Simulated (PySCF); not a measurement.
CH8N2Si3.
Cartesian coordinates in Å at the PBE0-D3(BJ)/def2-SVP level; atoms count from 1:
```
atom  x, y, z in Å
N1    -0.9529    2.4968    0.9949
C2    -1.4152    1.4466    0.8200
Si3   -1.9965   -0.3053    0.5226
Si4   -0.3485   -1.3552   -0.7940
Si5    1.5592    0.0572   -0.8613
N6     1.9448    0.8286    0.6308
H7    -3.3432   -0.1964   -0.1079
H8    -2.1266   -0.9038    1.8831
H9    -0.9417   -1.6197   -2.1444
H10   -0.0825   -2.6765   -0.1381
H11    1.2568    1.1019   -1.8842
H12    2.7176   -0.7822   -1.2954
H13    1.3693    1.5994    0.9565
H14    2.3540    0.3113    1.3994
```

The closed-shell ground state was solved at several levels (PySCF, density fitting, gas phase, non-relativistic).

```csv
level,basis functions,total energy (Eh),HOMO (eV),LUMO (eV),gap (eV),dipole (D)
BHandHLYP/pcSseg-1,163,-1020.7671,-8.26,0.05,8.31,3.18
KT3/pcSseg-1,163,-1030.0757,-5.95,-1.70,4.25,2.84
PBE/pcSseg-1,163,-1020.2369,-5.88,-1.75,4.13,2.85
mPW1PW91/pcSseg-1,163,-1020.8578,-7.17,-0.92,6.25,3.05
HF/pcSseg-1,163,-1018.1698,-9.99,2.31,12.30,3.33
CAM-B3LYP/pcSseg-1,163,-1020.8134,-8.41,0.20,8.61,3.09
BLYP/pcSseg-1,163,-1020.8163,-5.72,-1.58,4.14,2.87
B97-2/pcSseg-1,163,-1020.8481,-6.89,-0.93,5.96,3.01
wB97X-D/pcSseg-1,163,-1020.8018,-8.95,0.80,9.75,3.08
```

(1) What might B97-D/pcSseg-1 (163 basis functions) give for the same quantities?

(2) In the pcSseg-1 basis, how does the gap go with the fixed share of exact exchange?

(3) How far do the dipole and the HOMO energy spread over the levels?

Results:

(1) Total energy -1020.7389 Eh, HOMO -5.86 eV, LUMO -1.64 eV, gap 4.22 eV, dipole 2.90 D.

(2) PBE (0 %) 4.13 eV; BLYP (0 %) 4.14 eV; B97-D (0 %) 4.22 eV; KT3 (0 %) 4.25 eV; B97-2 (21 %) 5.96 eV; mPW1PW91 (25 %) 6.25 eV; BHandHLYP (50 %) 8.31 eV; HF (100 %) 12.30 eV. Each rise in the share widens the gap here.

(3) The dipole runs from 2.84 to 3.33 D (mean 3.02 D) and the HOMO from -9.99 to -5.72 eV.

One conformer stands for the species.

Note: B97-D and wB97X-D ran without an empirical dispersion term, which enters the total energy and its gradient alone.
